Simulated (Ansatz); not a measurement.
`O[Si](O)([SiH3])Cl` + HCl → `O[Si](O)(Cl)Cl` + SiH₄  (cleavage of the Si–Si bond)

Calculated with Ansatz (gas phase, PBE0-D4/def2-TZVP geometries, no zero-point term in ΔE). CCSD(T)/CBS adds triple-zeta CCSD(T) − MP2 to the extrapolated MP2 energy (def2 sets, frozen cores). This one scheme is used for every species. DFT in def2-TZVPP. One conformer a species, not always the lowest.

| level | ΔE (kcal/mol) |
| --- | --- |
| r2SCAN-D4 | -25.2 |
| CAM-B3LYP-D4 | -25.3 |
| ωB97X-V | -24.9 |
| revPBE | -21.5 |
| r2SCAN | -25.3 |
| r2SCAN0 | -26.0 |
| MP2/def2-TZVPP | -27.1 |
| SCS-MP2/def2-QZVPP | -27.0 |

(1) What does CCSD(T)/CBS give? (Estimate.)

(2) What do rigid-rotor, harmonic-oscillator terms from PBE0-D4/def2-TZVP frequencies (298.15 K, 1 bar) make of the CCSD(T)/CBS value? (An estimate is asked.)

Largest T1 diagnostic among the species: 0.012.

Answers

(1) The calculation gave: -25.0 kcal/mol. The listed levels differ from it by -0.2, -0.3, 0.1, 3.5, -0.3, -1.0, -2.1, -2.0 kcal/mol.

(2) The calculation gave: ΔZPE = +0.7 kcal/mol, ΔH = -24.9 kcal/mol, ΔS = -13 J/(mol·K), ΔG = -24.0 kcal/mol.

From BLYP to BHLYP (50 % exact exchange), in def2-TZVPP and without D4, ΔE moves by −3.4 kcal/mol. In def2-TZVPP, CCSD(T) changes the Hartree–Fock value by +4.2 kcal/mol (the triples alone add +0.4 kcal/mol) and MP2 by +2.0 kcal/mol.

CCSD(T)/CBS has its own doubt, a few kJ/mol and more with outer-core shells, so smaller differences from it don't rank the levels.
